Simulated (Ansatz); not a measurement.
Input for Ansatz (a program for electronic structure): R-CCSD(T)/cc-pVTZ on C4H4N2 (SMILES N#CCCC#N), a point of a torsion scan.

Ansatz 0.2 input:
```yaml
crystal:
  periodic: [false, false, false]
  atoms:
    - {symbol: N, position_ang: [-2.28004500, -0.00011912, 1.27403001]}
    - {symbol: C, position_ang: [-1.50557948, 0.25679160, 0.47462111]}
    - {symbol: C, position_ang: [-0.50201487, 0.55718538, -0.51565864]}
    - {symbol: C, position_ang: [0.69677224, -0.41579580, -0.39190055]}
    - {symbol: C, position_ang: [0.87798929, -1.15823352, -1.61417455]}
    - {symbol: N, position_ang: [1.00130449, -1.72694382, -2.59711690]}
    - {symbol: H, position_ang: [-0.96288165, 0.47593557, -1.50511881]}
    - {symbol: H, position_ang: [-0.17804401, 1.59164675, -0.37751059]}
    - {symbol: H, position_ang: [1.61909911, 0.12997566, -0.17833547]}
    - {symbol: H, position_ang: [0.53016239, -1.13011728, 0.42051198]}
basis:
  gaussian:
    orbitals: cc-pVTZ
magnetization: {spin_polarized: false}
correlation: {method: ccsd_t, electrons: outside_noble_gas}
scf: {lower_state_search: off}
```

The head of its log:

```
WARN ansatz: RAYON_NUM_THREADS=6 ignored (pool sized by the plan → 6); use --threads N
Functional definition: HF
these checks for a lower state are left out or cut short: stability, starts, cluster_reference, orbital_swaps, neighbouring_geometries, increment
integrals: 1.33 GiB planned
1368 factors; integrals over basis functions are off by at most 1.0e-3 eV
mean field: 0.84 GiB planned
mean field evaluation 1: about -7144.9772 eV, gradient 4.3e1 eV
mean field evaluation 2: about -7145.4104 eV, gradient 4.4e1 eV
mean field evaluation 4: about -7150.2471 eV, gradient 5.7e0 eV
mean field evaluation 8: about -7150.3745 eV, gradient 3.9e-1 eV
mean field -7150.37531320 eV, -262.7714460616 hartree, gradient 5.1e-6 eV, S^2 0.000000; 0 other end points of the search recorded, 0 dependent functions left out
6 core orbitals not correlated
reference -7150.37531320 eV, -262.7714460616 hartree; 15, 15 occupied and 215, 215 virtual orbitals, 1368 factors
```

Question: What total energy does the run end on?

Answer: -263.8457 hartree (reference determinant -262.7714, T1 diagnostic 0.013).
